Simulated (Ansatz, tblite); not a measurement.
Cost and result up the ladder for PtS2 (the lowest singlet isomer of a short search) (3 atoms). Charge 0, multiplicity 1. Geometry: r2SCAN-D4/def2-TZVP.

```xyz
3

Pt   -0.004    0.000    0.003
S     1.166   -0.743    1.544
S    -1.162    0.742   -1.548
```

Ansatz on 4 threads of Arm Neoverse V2 on a shared host; xTB runs through tblite on one thread. Times are rough, summed over both states, and most runs start from the orbitals of an earlier one. RPA@PBE/def2-TZVP serves as the yardstick here, not as an exact answer. The other state is a quintet at its own geometry.

In the def2 sets Pt takes a core potential; there is no spin–orbit coupling. The xTB rows come from tblite. Correlated methods freeze 10 core orbitals; core or outer-core shells of Pt are correlated, in sets that lack core-valence functions. At PBE0-D4/def2-TZVP a broken-symmetry singlet of charge 0 lies 0.80 eV below the quintet, each at its own geometry. The structure comes from a short search, and lower isomers may exist.

Run but left out: HF/def2-TZVP, PBE0-D4/def2-TZVP, MP2/def2-TZVP (singlet: restricted singlet, unstable towards broken spin symmetry); HF/def2-TZVPP, MP2/def2-TZVPP, CCSD/def2-TZVPP, CCSD(T)/def2-TZVPP (singlet: unstable by the stability test); revPBE-D4/def2-TZVP, B97M-V/def2-TZVP, HSE06-D4/def2-TZVP, LC-ωPBE/def2-TZVP, ωB97X-V/def2-TZVP (singlet: restricted singlet, unstable towards broken spin symmetry at other levels and untested here).

Correlated methods converge slowly with the basis.

xTB has no spin-polarisation term.

```csv
level,functions,wall time,quintet − singlet (eV),difference from RPA@PBE/def2-TZVP (eV)
GFN1-xTB,27,0.005 s,2.66,1.41
GFN2-xTB,27,0.005 s,1.81,0.56
PBE-D4/def2-TZVP,114,1.9 s,1.20,-0.05
RPA@PBE/def2-TZVP,114,3.3 s,1.25,0.00
r2SCAN-D4/def2-TZVP,114,5.3 s,0.93,-0.32
```
